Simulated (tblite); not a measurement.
Species: C5H13NP2.
Geometry (GFN2-xTB, Å), atoms numbered from 1 in this order:
```
atom  x, y, z in Å
C1     3.0493   -0.6637   -0.3679
N2     2.0471    0.2441    0.1757
P3     0.5048    0.2494   -0.6016
C4    -0.2458    1.5596    0.4802
C5    -1.7705    1.4566    0.4038
P6    -2.2113    0.2570   -0.9444
C7    -1.7204   -1.2815   -0.0243
C8    -0.2243   -1.2141    0.2900
H9     2.6340   -1.6698   -0.3858
H10    3.3757   -0.4081   -1.3814
H11    3.9193   -0.6598    0.2904
H12    2.4159    1.1932    0.1754
H13    0.1287    1.4333    1.5002
H14    0.0982    2.5308    0.1132
H15   -2.1960    1.1090    1.3500
H16   -2.2228    2.4229    0.1674
H17   -3.5823    0.1854   -0.6270
H18   -1.9495   -2.1364   -0.6659
H19   -2.3177   -1.3771    0.8868
H20    0.2868   -2.1215   -0.0396
H21   -0.0282   -1.0923    1.3591
```

Level: GFN2-xTB in tblite, geometry and Hessian alike; calculated harmonic values, unscaled, isolated species. Against measured fundamentals such values can be off by several per cent, at times by over 20. Modes of hydrogen on phosphorus can be 10 to 20 % off. One conformer, not necessarily the lowest.

Harmonic wavenumbers (cm⁻¹): 26.6, 76.5, 119.2, 141.3, 191.2, 215.7, 268.9, 293.1, 320.0, 350.3, 431.2, 669.2, 683.6, 698.4, 716.8, 725.1, 745.1, 774.5, 781.9, 787.8, 847.4, 861.4, 910.0, 1036.1, 1053.1, 1056.5, 1064.8, 1089.5, 1093.3, 1116.4, 1169.7, 1176.7, 1197.3, 1213.2, 1229.8, 1235.9, 1318.4, 1414.9, 1433.3, 1439.6, 1453.6, 1464.5, 1486.6, 1492.3, 2186.1, 2918.0, 2922.5, 2923.7, 2932.0, 2939.9, 2942.6, 2950.1, 2957.6, 2961.0, 2991.3, 3023.7, 3310.6.

A = 2866, B = 973.2, C = 835.9 MHz; mass 149.052 u (most abundant isotopes); point group C1, symmetry number 1.

What is the zero-point energy?

Half the sum of the wavenumbers: 37915 cm⁻¹ = 453.56 kJ/mol.

Entropy at 350 K, 1 bar (ideal gas, RRHO, classical rotation)?

Translation 174.60, rotation 124.64, vibration 150.55: S = 449.8 J/(mol K).

And Cp and H(350 K) − H(0)?

Cp = 193.24 J/(mol K), of which vibrations give 159.98 (their classical limit is 57 R = 473.9); H(350 K) − H(0) = 38.98 kJ/mol without the zero-point energy, 27.34 from vibrations.

Blend soft modes into free rotors: weight 1/[1 + (100 cm⁻¹/ν̃)⁴] for the oscillator and the rest for a rotor with moment μB/(μ + B), μ = h/(8π²ν), B = 10⁻⁴⁴ kg m². What vibrational entropy results?

137.67 J/(mol K) in place of 150.55, which changes −T·S at 350 K by +4.51 kJ/mol.

What must be added to the electronic energy to get the Gibbs energy at 350 K and 1 bar?

ZPE + [H(350 K) − H(0)] − T·S = 453.56 + 38.98 − 157.43 = 335.11 kJ/mol.

Hindered rotation and anharmonicity are outside this model. Other conformers, if any are populated, would add a mixing term that is left out. The structure is chiral; the term R ln 2 for an equal mix with its mirror image is left out.

Hardware: one thread, Intel Xeon Platinum 8488C (x86_64), no GPU, on a shared host. Cost: 0.99 s. The figure is for the frequency step alone.
